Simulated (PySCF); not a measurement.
## Radial density of Al⁻ (aluminium, charge -1)

BHandHLYP, [Ne] 3s2 3p2, high-spin 3P determinant. All numbers are calculated (PySCF 2.14, scalar relativity by spin-free X2C-1e, in x2c-QZVPPall with one added diffuse shell each of s, p, d, f type (10s7p5d3f1g, 86 functions)).

```json
{"r (bohr)": "0.00245", "4πr²ρ (e/bohr)": "0.1104", "4πr²(ρα − ρβ)": "0.0000"}
{"r (bohr)": "0.00412", "4πr²ρ (e/bohr)": "0.2918", "4πr²(ρα − ρβ)": "0.0000"}
{"r (bohr)": "0.00692", "4πr²ρ (e/bohr)": "0.7509", "4πr²(ρα − ρβ)": "-0.0001"}
{"r (bohr)": "0.0116", "4πr²ρ (e/bohr)": "1.844", "4πr²(ρα − ρβ)": "-0.0002"}
{"r (bohr)": "0.0196", "4πr²ρ (e/bohr)": "4.182", "4πr²(ρα − ρβ)": "-0.0004"}
{"r (bohr)": "0.0329", "4πr²ρ (e/bohr)": "8.283", "4πr²(ρα − ρβ)": "-0.0005"}
{"r (bohr)": "0.0554", "4πr²ρ (e/bohr)": "13.07", "4πr²(ρα − ρβ)": "0.0001"}
{"r (bohr)": "0.0932", "4πr²ρ (e/bohr)": "14.31", "4πr²(ρα − ρβ)": "0.0052"}
{"r (bohr)": "0.157", "4πr²ρ (e/bohr)": "10.06", "4πr²(ρα − ρβ)": "0.0224"}
{"r (bohr)": "0.264", "4πr²ρ (e/bohr)": "9.223", "4πr²(ρα − ρβ)": "0.0514"}
{"r (bohr)": "0.443", "4πr²ρ (e/bohr)": "12.76", "4πr²(ρα − ρβ)": "0.0510"}
{"r (bohr)": "0.746", "4πr²ρ (e/bohr)": "7.594", "4πr²(ρα − ρβ)": "0.0002"}
{"r (bohr)": "1.25", "4πr²ρ (e/bohr)": "1.632", "4πr²(ρα − ρβ)": "0.0687"}
{"r (bohr)": "2.11", "4πr²ρ (e/bohr)": "1.249", "4πr²(ρα − ρβ)": "0.3551"}
{"r (bohr)": "3.55", "4πr²ρ (e/bohr)": "0.7864", "4πr²(ρα − ρβ)": "0.4177"}
{"r (bohr)": "5.97", "4πr²ρ (e/bohr)": "0.2101", "4πr²(ρα − ρβ)": "0.1796"}
{"r (bohr)": "10.0", "4πr²ρ (e/bohr)": "0.03954", "4πr²(ρα − ρβ)": "0.0393"}
{"r (bohr)": "16.9", "4πr²ρ (e/bohr)": "0.001071", "4πr²(ρα − ρβ)": "0.0011"}
```

Densities and radii are taken from the X2C orbitals without a picture-change correction, which distorts them close to the nucleus.

At BHandHLYP the highest occupied level has a positive energy, so only the finite basis holds that electron; in a semilocal or global hybrid functional this comes from self-interaction and does not mean that the real anion is unbound.
